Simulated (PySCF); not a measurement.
BiI2, SMILES [Bi]([I])[I], multiplicity 2.

Geometry: PBE0-D3(BJ)/def2-SVP. The spin state was assumed, not searched. The isomer is the one that the SMILES or the coordinates give; other isomers of the formula were not compared. The def2 effective core potentials stand for the cores of Bi, I; spin–orbit coupling is left out.

All values below come from TDA-B3LYP/def2-SVPD run with PySCF.

Vertical excitations. Gas-phase values at a fixed geometry.

Computed excitation energies, oscillator strengths and character:
| state | energy (eV) | λ (nm) | f | main pairs |
|---|---|---|---|---|
| root 1 | 1.75 | 707 | 0.002 | α HOMO→LUMO 99 % |
| root 2 | 2.24 | 554 | 0.000 | α HOMO→LUMO+1 99 % |
| root 3 | 2.52 | 493 | 0.000 | β HOMO→LUMO 100 % |
| root 4 | 2.73 | 455 | 0.000 | β HOMO−2→LUMO 99 % |
| root 5 | 2.74 | 452 | 0.019 | β HOMO−1→LUMO 92 % |
| root 6 | 3.21 | 386 | 0.002 | α HOMO−1→LUMO 59 %, β HOMO→LUMO+1 36 % |
| root 7 | 3.21 | 386 | 0.008 | β HOMO−3→LUMO 93 % |
| root 8 | 3.43 | 362 | 0.001 | α HOMO−2→LUMO 59 %, β HOMO−2→LUMO+1 31 % |
| root 9 | 3.45 | 359 | 0.000 | α HOMO−3→LUMO 45 %, β HOMO−1→LUMO+1 50 % |
| root 10 | 3.70 | 335 | 0.000 | α HOMO−3→LUMO 52 %, β HOMO−1→LUMO+1 47 % |
Unrestricted roots are not spin-pure.
